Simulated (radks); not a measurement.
Numerical settings for the selenium ion Se2+, [Ar] 3d10 4s2 4p2. All-electron calculation, Dirac Kohn-Sham, LDA (Slater exchange, Perdew-Wang correlation), spin-unpolarised, spherical densities, point nucleus; open shells fill j = l - 1/2 first. Program: a radial shooting solver on a logarithmic mesh with Libxc functionals. The defaults (mesh step 0.008 in ln r, mesh end at 40 bohr or more with all orbitals vanishing there, Anderson mixing 0.5 over 9 steps, residual threshold near 1e-9 with the energy settled to 1e-9 hartree or 1e-11 of itself, here a cap of 69 iterations) give E = -2425.8024 hartree and 4p1/2 at -25.956 eV in 15 iterations. Times are rough (one thread of a shared host). Changes against that run (0 stands for a change within the tolerance of the run):

setting,iterations,converged,E (mhartree),e(4p1/2) (meV),CPU (s)
mesh step in ln r 0.012,15,yes,0,0,0.07
mesh step in ln r 0.12,2,no,diverged,-,0.02
mesh step in ln r 0.03,15,yes,+0.000335,0,0.03
mesh end (bohr) 400,15,yes,0,0,0.11
mesh end (bohr) 8,15,yes,+0.00769,+0.532,0.1
residual threshold 1e-05,10,yes,0,+0.0152,0.08
residual threshold 0.1,10,yes,0,+0.0152,0.08
mixing 0.01,20,yes,0,0,0.13
"linear mixing, mixing 0.8",69,no,0,0,0.36
"linear mixing, mixing 0.05",69,no,+0.114,-240,0.4
mixing history 3,16,yes,0,0,0.1
iteration cap 8,8,no,0,+1.31,0.06

No run marked as converged misses the energy by more than 1 mhartree. A mesh that ends early acts as a hard wall.
